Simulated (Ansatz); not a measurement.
Which is lower?

The two ends of one reaction step of AlSiH$_{7}$O$_{3}$F, doublet (PBE0-D4/def2-TZVP).

A:

```
13
angstrom
Al -1.6090 0.5240 -0.3876
O -0.1993 -0.5275 -0.3440
Si 0.2269 -2.0179 -0.8718
F -2.7295 0.2434 0.8258
H 0.1797 1.9060 0.6548
O -0.8006 2.0633 0.4547
H 1.1800 0.3637 0.3990
O 1.5518 1.1740 0.8117
H -0.2003 -3.0722 0.0847
H -0.3662 -2.3105 -2.2042
H 1.7116 -2.0590 -0.9892
H -1.2603 2.2784 1.2752
H 2.3152 1.4343 0.2909
```

B:

Al1  (-1.537, 0.766, -0.399)
O2  (0.080, -0.229, -0.646)
Si3  (0.147, -1.914, -0.776)
F4  (-2.487, -0.541, 0.055)
H5  (0.788, 1.576, 1.062)
O6  (-0.881, 1.775, 0.888)
H7  (0.849, 0.235, -0.153)
O8  (1.628, 1.107, 0.817)
H9  (-0.164, -2.550, 0.522)
H10  (-0.816, -2.294, -1.827)
H11  (1.537, -2.234, -1.182)
H12  (-1.371, 2.541, 1.186)
H13  (2.227, 1.763, 0.454)
(Å)

Ansatz 0.2.0; basis: def2-TZVPP; cores frozen in the correlated methods; orbitals are unrestricted. B3LYP uses VWN-RPA correlation.

**Question.** Which structure is lower at CCSD(T), and by how much? (Judge from chemistry; the value comes from the calculation.)

**Answer.** By the calculation: A, by 18.1 kJ/mol (electronic energy, against the other). By their contacts, A is a complex of AlSiH₅O₂F ([OH2][Al]([F])[O][SiH3]) + H₂O and B is a complex of AlSiH₅O₂F ([OH][Al]([F])[OH][SiH3]) + H₂O.

All methods give the same order:

| method | E(B) − E(A) (kJ/mol) |
| --- | --- |
| SPW92 | 9.3 |
| PBE-D4 | 13.8 |
| BLYP-D4 | 13.1 |
| r2SCAN-D4 | 16.0 |
| B97M-V | 20.5 |
| PBE0-D4 | 16.5 |
| B3LYP-D4 | 15.3 |
| r2SCAN0-D4 | 17.6 |
| BHLYP-D4 | 17.6 |
| CAM-B3LYP-D4 | 15.1 |
| wB97X-V | 16.0 |
| wB97M-V | 16.0 |
| B2PLYP | 17.7 |
| PBE-QIDH | 18.8 |
| RPA on PBE | 17.7 |
| HF | 25.8 |
| MP2 | 17.8 |
| CCSD | 19.0 |
| CCSD(T) | 18.1 |

T1 diagnostic: at most 0.013. ⟨S²⟩ of the unrestricted Hartree–Fock references: 0.75 (a pure state has 0.75).

Labels in which every atom is bracketed show which atoms are joined, not bond orders.

For scale, one of the runs: CCSD(T)/def2-TZVPP, 306 basis functions, launched by `ansatz run in.yaml --threads 4 --pin off --events-out ev --progress --plain --max-ram 66560MiB --backend cuda --devices 0, --max-vram 37GiB`. Time: 23 s of wall clock on 4 CPU threads of an AMD EPYC 7R13 and a share of one NVIDIA H100; the host was shared. Peak host memory: 1.3 GiB.
